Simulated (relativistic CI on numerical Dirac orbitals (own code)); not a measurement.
## Nd4+ (4f2) in a crystal field

Calculated by Dirac-Coulomb-Breit CI, KLI orbitals optimised for each configuration, model QED, valence Slater integrals scaled by 0.85, one configuration in a parametric crystal field (own radial code).

Field parameters in Wybourne normalisation. The field is a parameter set, without covalency.

S and J are read from ⟨S²⟩ = S(S + 1) and ⟨J²⟩ = J(J + 1) of each level; they are not fictitious spins.

C2v, B20 = 380, B22 = -410, B40 = 1160, B42 = 260, B44 = -590, B60 = 130, B62 = -130, B64 = -480, B66 = -950 cm⁻¹, the lowest 16 levels:

| E (cm⁻¹) | Degeneracy | S | J |
| --- | --- | --- | --- |
| 0.0 | 1 | 0.98 | 4.00 |
| 25.0 | 1 | 0.98 | 4.00 |
| 126 | 1 | 0.98 | 4.01 |
| 127 | 1 | 0.98 | 4.00 |
| 131 | 1 | 0.98 | 4.00 |
| 252 | 1 | 0.97 | 4.01 |
| 458 | 1 | 0.97 | 4.00 |
| 484 | 1 | 0.98 | 4.00 |
| 579 | 1 | 0.97 | 4.00 |
| 2767 | 1 | 1.00 | 4.98 |
| 2805 | 1 | 1.00 | 5.00 |
| 2882 | 1 | 1.00 | 5.00 |
| 2898 | 1 | 1.00 | 5.00 |
| 2901 | 1 | 1.00 | 5.00 |
| 2924 | 1 | 1.00 | 5.00 |
| 3075 | 1 | 1.00 | 4.99 |

D3h, B20 = -450, B40 = -660, B60 = -150, B66 = 590 cm⁻¹, the lowest 16 levels:

```
E (cm⁻¹)  Degeneracy     S     J
     0.0           1  0.98  4.00
    10.2           2  0.98  4.00
    68.8           2  0.98  4.00
     102           1  0.98  4.00
     146           1  0.97  4.00
     301           2  0.97  4.00
    2770           1  1.00  5.00
    2790           2  1.00  5.00
    2830           2  1.00  5.00
    2845           1  1.00  5.00
    2857           1  1.00  5.00
    2906           2  1.00  5.00
    3062           2  1.00  5.00
    5514           1  1.00  5.99
    5549           2  1.00  5.99
    5635           2  1.00  5.99
```

C2v, B20 = 1000, B22 = 230, B40 = 1170, B42 = -630, B44 = -790, B60 = -970, B62 = -220, B64 = 840, B66 = 110 cm⁻¹, the lowest 16 levels:

| E (cm⁻¹) | Degeneracy | S | J |
| --- | --- | --- | --- |
| 0.0 | 1 | 0.98 | 4.00 |
| 67.2 | 1 | 0.98 | 4.01 |
| 407 | 1 | 0.97 | 4.00 |
| 533 | 1 | 0.98 | 4.00 |
| 535 | 1 | 0.98 | 4.00 |
| 572 | 1 | 0.97 | 4.00 |
| 661 | 1 | 0.98 | 4.00 |
| 752 | 1 | 0.98 | 4.00 |
| 760 | 1 | 0.97 | 4.00 |
| 2817 | 1 | 1.00 | 5.00 |
| 2825 | 1 | 1.00 | 5.00 |
| 3190 | 1 | 1.00 | 4.99 |
| 3253 | 1 | 1.00 | 4.98 |
| 3264 | 1 | 1.00 | 4.98 |
| 3294 | 1 | 1.00 | 5.00 |
| 3304 | 1 | 1.00 | 5.00 |

The next free-ion level lies 2763 cm⁻¹ above the lowest; the field splits the ground level into components whose J stays near 4 as long as their spread is small against that gap.

Levels of this model without a field, named by their leading LS term: 3H_4 0, 3H_5 2763, 3H_6 5588, 3F_2 6549, 1G_4 8209, 3F_3 8329, 3F_4 11905, 1D_2 22476 cm⁻¹.
